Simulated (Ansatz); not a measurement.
Reaction (substitution at a C–C bond): `CCCC1CCCCC1` + CH₃OH → `CCOC` + `CC1CCCCC1`

Computed with Ansatz on PBE0-D4/def2-TZVP structures; ΔE is electronic, products minus reactants. CBS: MP2 limit from def2 TZ/QZ plus the TZ coupled-cluster correction, frozen cores. This one scheme is used for every species. Functionals use def2-TZVPP. B3LYP here is the variant with VWN-RPA as its local correlation; programs differ in this. One conformer a species, not always the lowest.

| level | ΔE (kJ/mol) | difference from CCSD(T)/CBS |
| --- | --- | --- |
| PBE-D4 | 11.8 | -7.4 |
| B3LYP-D4 | 10.0 | -9.2 |
| ωB97X-V | 12.0 | -7.2 |
| B2PLYP | 7.3 | -11.9 |
| PBE | 5.4 | -13.8 |
| PBE0 | 8.7 | -10.5 |
| CCSD(T)/def2-TZVPP | 16.9 | -2.3 |
| MP2/def2-QZVPP | 22.7 | 3.5 |
| SCS-MP2/def2-QZVPP | 17.4 | -1.8 |
| MP2/CBS(def2) | 23.7 | 4.5 |
| CCSD(T)/CBS | 19.2 | 0 |

Largest T1 diagnostic among the species: 0.010.

From PBE to PBE0 (25 % exact exchange), in def2-TZVPP and without D4, ΔE moves by +3.4 kJ/mol. The D4 term adds +9.6 kJ/mol with B3LYP and +6.0 kJ/mol with PBE0; it sums over pairs of atoms, weighted by their polarisabilities, and B3LYP, whose exchange is more repulsive, gets the larger term.
